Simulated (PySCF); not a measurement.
C₄H₉O₂S (cation, charge +1), SMILES O=S1(=[OH+])CCCC1, GFN2-xTB optimised geometry.

```
16

O     -1.20    -0.70     1.04
S     -0.55     0.00     0.00
O     -0.95     1.53     0.00
C      1.26     0.00     0.00
C      1.57    -0.75    -1.29
C      0.50    -0.35    -2.32
C     -0.86    -0.58    -1.69
H     -1.62     1.82     0.63
H      1.62    -0.48     0.90
H      1.58     1.04    -0.03
H      1.53    -1.82    -1.11
H      2.56    -0.49    -1.65
H      0.62     0.70    -2.59
H      0.62    -0.95    -3.23
H     -1.66    -0.01    -2.13
H     -1.13    -1.63    -1.62
```

Density from PBE0/def2-TZVP (PySCF) at that geometry.

Minimum of the electron density along straight lines between bonded atoms, close to the bond critical point (lines longer than 1.1 times the sum of covalent radii, or with two minima, are not listed):

```json
[
 {"bond": "O1–S2", "length / Å": "1.415", "ρ at the minimum / e bohr⁻³": "0.321", "∇²ρ there / e bohr⁻⁵": "1.20", "position (fraction from the first atom)": "0.60"},
 {"bond": "S2–O3", "length / Å": "1.578", "ρ at the minimum / e bohr⁻³": "0.237", "∇²ρ there / e bohr⁻⁵": "0.08", "position (fraction from the first atom)": "0.39"},
 {"bond": "S2–C4", "length / Å": "1.812", "ρ at the minimum / e bohr⁻³": "0.195", "∇²ρ there / e bohr⁻⁵": "-0.35", "position (fraction from the first atom)": "0.57"},
 {"bond": "C4–C5", "length / Å": "1.519", "ρ at the minimum / e bohr⁻³": "0.247", "∇²ρ there / e bohr⁻⁵": "-0.61", "position (fraction from the first atom)": "0.52"},
 {"bond": "C5–C6", "length / Å": "1.534", "ρ at the minimum / e bohr⁻³": "0.243", "∇²ρ there / e bohr⁻⁵": "-0.59", "position (fraction from the first atom)": "0.50"},
 {"bond": "S2–C7", "length / Å": "1.810", "ρ at the minimum / e bohr⁻³": "0.195", "∇²ρ there / e bohr⁻⁵": "-0.35", "position (fraction from the first atom)": "0.57"},
 {"bond": "C6–C7", "length / Å": "1.517", "ρ at the minimum / e bohr⁻³": "0.248", "∇²ρ there / e bohr⁻⁵": "-0.61", "position (fraction from the first atom)": "0.48"},
 {"bond": "O3–H8", "length / Å": "0.966", "ρ at the minimum / e bohr⁻³": "0.340", "∇²ρ there / e bohr⁻⁵": "___", "position (fraction from the first atom)": "0.82"},
 {"bond": "C4–H9", "length / Å": "1.085", "ρ at the minimum / e bohr⁻³": "0.285", "∇²ρ there / e bohr⁻⁵": "-1.02", "position (fraction from the first atom)": "0.66"},
 {"bond": "C4–H10", "length / Å": "1.087", "ρ at the minimum / e bohr⁻³": "0.284", "∇²ρ there / e bohr⁻⁵": "-1.01", "position (fraction from the first atom)": "0.66"},
 {"bond": "C5–H11", "length / Å": "1.091", "ρ at the minimum / e bohr⁻³": "0.282", "∇²ρ there / e bohr⁻⁵": "-0.98", "position (fraction from the first atom)": "0.65"},
 {"bond": "C5–H12", "length / Å": "1.090", "ρ at the minimum / e bohr⁻³": "0.283", "∇²ρ there / e bohr⁻⁵": "-0.99", "position (fraction from the first atom)": "0.65"},
 {"bond": "C6–H13", "length / Å": "1.091", "ρ at the minimum / e bohr⁻³": "0.282", "∇²ρ there / e bohr⁻⁵": "-0.98", "position (fraction from the first atom)": "0.65"},
 {"bond": "C6–H14", "length / Å": "1.089", "ρ at the minimum / e bohr⁻³": "0.282", "∇²ρ there / e bohr⁻⁵": "-0.99", "position (fraction from the first atom)": "0.65"},
 {"bond": "C7–H15", "length / Å": "1.085", "ρ at the minimum / e bohr⁻³": "0.285", "∇²ρ there / e bohr⁻⁵": "-1.02", "position (fraction from the first atom)": "0.66"},
 {"bond": "C7–H16", "length / Å": "1.088", "ρ at the minimum / e bohr⁻³": "0.283", "∇²ρ there / e bohr⁻⁵": "-1.00", "position (fraction from the first atom)": "0.66"}
]
```

### Question
Fill in the missing entries.

### Answer

- O3–H8, ∇²ρ there / e bohr⁻⁵: -2.44
